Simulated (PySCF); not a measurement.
C7H10ClFO2.
Atom-mapped SMILES: `[CH3:1][O:2][C@@H:3]1[C@H:4]([CH3:5])[CH2:6][C@:7]1([F:8])[C:9](=[O:10])[Cl:11]`

NICS = −σ at a ghost point: NICS(0) at the centroid of the ring atoms, NICS(1) 1 Å to either side along the normal of their mean plane, zz for the tensor component along that normal. Level: GIAO PBE0/pcSseg-1 (PySCF, non-relativistic, gas phase) on the GFN2-xTB geometry, one conformer.

Ring bond lengths (Å), with Mayer bond orders in brackets: C3–C4 1.546 (0.98), C4–C6 1.541 (1.02), C6–C7 1.541 (1.00), C7–C3 1.576 (0.92).

Give the NICS values of each ring in ppm.

| ring | type | NICS(0) | NICS(1), two faces | NICS(1)zz, two faces | rms pucker (Å) | centre to ring atoms, mean (Å) |
| --- | --- | --- | --- | --- | --- | --- |
| C3–C4–C6–C7 | 4-membered carbocycle; formal bonds all single | -3.2 | -1.4 / -1.8 | 2.4 / 0.4 | 0.06 | 1.09 |

What do they say, and how far can they be read as aromaticity?

- C3–C4–C6–C7: mean NICS(1)zz 1.4 ppm, near zero. C3, C4, C6, C7 have four or more neighbours, so the value isn't read as a sign of a π ring current.

Give the inner angles of the rings and the Hirshfeld charges of the ring atoms.

- C3–C4–C6–C7: C3 89.4° (+0.043 e), C4 89.6° (-0.025 e), C6 90.9° (-0.076 e), C7 88.5° (+0.082 e); sum 358.5° against 360° for a flat convex ring.

What are the shieldings of the ring atoms and their hydrogens in the same run (means over atoms taken as equivalent)?

```csv
atoms,environment,σ isotropic (ppm)
C3,sp3 carbon bound to oxygen,97.0
C4,four-membered-ring carbon,158.0
C6,four-membered-ring carbon,150.4
C7,sp3 C–F carbon,83.7
H on C3,methine hydrogen,27.56
H on C4,methine hydrogen,29.21
H on C6,methylene hydrogen,29.40
H on C6,methylene hydrogen,29.60
```

The values belong to the conformer `[CH3:1][O:2][C@@H:3]1[C@H:4]([CH3:5])[CH2:6][C@:7]1([F:8])[C:9](=[O:10])[Cl:11]`: C1–O2–C3–C4 -176°, C6–C7–C9–O10 -34°.
